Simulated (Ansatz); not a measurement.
Ga(F)3 cation (F₃Ga), SMILES [F][Ga]([F])[F] (connectivity only; charge and spin as stated), charge +1, multiplicity 2.

The structure is a stationary point at B3LYP-D3(BJ)/def2-SVP. A frequency run showed that this geometry is not a minimum. The spin state was assumed, not searched. The isomer is the one that the SMILES or the coordinates give; other isomers of the formula were not compared.

Two levels are set side by side: PBE/def2-SVPD (Ansatz, an electronic-structure program) and CAM-B3LYP/def2-SVPD (Ansatz). Energy differences of separate SCF runs at the same geometry; the states with an electron removed or added have multiplicity 3 and 1. Differences are taken from unrounded values.

```json
[
 {"quantity": "vertical ionisation energy (eV)", "CAM-B3LYP": "21.92", "PBE": "21.09", "PBE minus CAM-B3LYP": "-0.83"},
 {"quantity": "vertical electron affinity (eV)", "CAM-B3LYP": "12.43", "PBE": "12.26", "PBE minus CAM-B3LYP": "-0.17"}
]
```
